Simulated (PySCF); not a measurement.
## As³⁺ (arsenic, charge +3) across methods

[Ar] 3d10 4s2, closed-shell 1S. Calculation: PySCF 2.14, in aug-cc-pVTZ-DK; the spin-free X2C one-electron Hamiltonian (Gaussian nucleus).

```
method  E (hartree)  mean ε 3p (eV)  mean ε 3d (eV)  mean ε 4s (eV)  Σ⟨r²⟩ (bohr²)   ⟨S²⟩
 B3LYP    -2258.676         -174.09         -78.706         -45.622          16.40  0.000
  TPSS    -2258.582         -169.17         -75.207         -44.326          16.39  0.000
   PBE    -2258.326         -168.28         -75.208         -44.415          16.39  0.000
   UHF  -2256.99769         -196.04         -90.908         -48.094          16.51  0.000
 HSE06    -2258.359         -175.14         -78.964         -45.308          16.38  0.000
  PBE0    -2258.360         -175.57         -79.442         -45.575          16.39  0.000
r2SCAN    -2258.593         -171.94         -76.167         -44.705          16.37  0.000
   LDA    -2255.174         -168.15         -75.599         -44.852          16.36  0.000
```

**Question.** Estimate the same row for TPSSh.

**Answer.** E (hartree) = -2258.571; mean ε 3p (eV) = -171.99; mean ε 3d (eV) = -76.894; mean ε 4s (eV) = -44.800; Σ⟨r²⟩ (bohr²) = 16.39; ⟨S²⟩ = 0.000.
